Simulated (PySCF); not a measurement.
BFGeH4O. Atoms are numbered in the order given.

```xyz
8

B     -0.0082     1.0510     0.0000
F     -1.1716     1.7098     0.0000
Ge     0.0156    -1.0214     0.0000
H     -0.7169    -1.5701     1.2402
H     -0.7169    -1.5701    -1.2402
H      1.4508    -1.5749     0.0000
O      1.1359     1.7555     0.0000
H      0.9823     2.7107     0.0000
```

Geometry optimised at PBE0-D3(BJ)/def2-SVP. The structure was generated by enumeration, and PubChem lists no compound with its InChIKey, so it may never have been made. One conformer was computed; it need not be the lowest.

Calculation: HF/def2-TZVP run with PySCF.

Symmetry labels are those of the subgroup Cs that the program uses (full group Cs).

List the valence orbital energies around the gap with their symmetry. (An estimate is asked for; the answer gives what the named calculation found.)


```tsv
orbital	symmetry	energy (eV)
HOMO−7	A'	-19.99
HOMO−6	A'	-18.73
HOMO−5	A"	-18.69
HOMO−4	A'	-16.07
HOMO−3	A"	-15.19
HOMO−2	A'	-12.67
HOMO−1	A"	-12.67
HOMO	A'	-11.75
LUMO	A"	2.92
LUMO+1	A'	3.13
LUMO+2	A'	4.04
LUMO+3	A'	4.38
```
